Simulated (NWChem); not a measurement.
# Basis-set convergence for HfO$_{2}$

SMILES: [O]=[Hf]=[O]
```xyz
3

Hf     0.0000     0.0000    -0.1931
O     -1.4432     0.0000     0.8689
O      1.4432     0.0000     0.8689
```
Charge 0, spin multiplicity 1.

The numbers come from NWChem runs, not from measurements. All single points use one geometry, from B3LYP/def2-SVP with def2 effective core potentials on Hf, a minimum by its harmonic frequencies.

Quantity: first vertical ionisation energy at the level G0W0@PBE.

Effective core potentials replace the inner electrons of Hf; spin-orbit coupling is left out. GW and range-separated runs recompute their integrals, the others keep them in memory, which bears on the times. The structure started from a generated list of species.

The cost column gives rough processor time relative to def2-SVP; each entry includes its own SCF.

```json
[
 {"basis": "def2-SVP", "functions": "60", "first vertical ionisation energy (eV)": "7.41", "relative cost": "1"},
 {"basis": "def2-SVPD", "functions": "81", "first vertical ionisation energy (eV)": "7.72", "relative cost": "under 3"},
 {"basis": "def2-TZVP", "functions": "102", "first vertical ionisation energy (eV)": "8.30", "relative cost": "under 3"},
 {"basis": "def2-TZVPP", "functions": "118", "first vertical ionisation energy (eV)": "8.32", "relative cost": "8"},
 {"basis": "def2-TZVPD", "functions": "123", "first vertical ionisation energy (eV)": "8.31", "relative cost": "4"}
]
```

Smallest basis within 0.2 eV of def2-TZVPD, the largest set run: def2-TZVP, with 102 functions against 123 (also within reach: def2-TZVPP). def2-TZVPD isn't the basis-set limit itself, and a small set can land close by cancellation.
